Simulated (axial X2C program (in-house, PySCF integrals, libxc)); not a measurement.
## TaBr⁺ along the bond: PBE0, with spin–orbit coupling

Computed with an in-house all-electron X2C program for linear molecules (integrals from PySCF). Two-component (2c) means X2C with spin–orbit coupling and atomic mean-field two-electron Coulomb and Gaunt terms. Basis: Ta dyall-cv3z [13s14p9d7f4g], Br dyall-cv3z [8s9p6d4f1g] (cores contracted in-house); Gaussian nuclei, density fitting, unrestricted open shells. Masses: Ta 180.948 u, Br 78.918 u.

State: Ω = 3/2 (⟨Sz⟩ = 1.48, ⟨Lz⟩ = 0.02 at PBE0). Dipoles are positive if Br is the positive end and refer to the centre of mass.

Results along the bond:

| R (Å) | μ (D) | HOMO (eV) | LUMO (eV) |
| --- | --- | --- | --- |
| 2.004 | -2.301 | -11.22 | -8.36 |
| 2.096 | -2.676 | -11.34 | -8.56 |
| 2.165 | -2.969 | -11.44 | -8.71 |
| 2.234 | -3.270 | -11.54 | -8.85 |
| 2.303 | -3.575 | -11.65 | -9.00 |
| 2.384 | -3.933 | -11.77 | -9.15 |
| 2.464 | -4.287 | -11.88 | -9.30 |
| 2.568 | -4.731 | -12.02 | -9.47 |
| 2.695 | -5.242 | -12.17 | -9.66 |
| 2.879 | -5.892 | -12.35 | -9.87 |

The state is a single determinant with fixed occupations, the lowest that a limited PBE0 search found. Density functionals use the spin component along the axis (collinear). PBE0 can misorder states that lie within some tenths of an eV, so this need not be the ground state of the molecule. The nearest other 2c determinant of the search, Ω = 3/2, lies 0.09 eV up at the distance of the search. With several unpaired electrons one determinant need not be a pure state. This is the top spin component of a Σ state; components of lower Ω are not single determinants and can lie lower.
